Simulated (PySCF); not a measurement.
GaHBr2, SMILES [Br][GaH][Br].

Geometry: PBE0-D3(BJ)/def2-SVP.

Two levels are set side by side: TDA-PBE/def2-SVPD (PySCF) and TDA-B3LYP/def2-SVPD (PySCF). Vertical, same geometry. The lowest singlet is HOMO→LUMO 100 % with PBE and HOMO→LUMO 100 % with the other functional; states are paired by order. Differences are taken from unrounded values.

```tsv
quantity	TDA-B3LYP
lowest singlet excitation (eV)	5.03
lowest triplet excitation (TDA) (eV)	4.93
first bright state (f over 0.05) (eV)	5.78
its oscillator strength	0.11
```

### Question
What does TDA-PBE give, and how far is it from TDA-B3LYP? (The exact figures need the calculation; the answer reports its results.)

### Answer

```
quantity                               TDA-PBE  TDA-PBE minus TDA-B3LYP
-------------------------------------  -------  -----------------------
lowest singlet excitation (eV)            4.62                    -0.41
lowest triplet excitation (TDA) (eV)      4.51                    -0.41
first bright state (f over 0.05) (eV)     5.42                    -0.36
its oscillator strength                   0.11                     0.00
```

Functionals without exact exchange tend to place singlet excitations lower, as here. Differences between two approximate levels are no errors against the true value.

Rough cost on one machine, each run with all the roots and properties that it gave: TDA-B3LYP against TDA-PBE about 3 times.
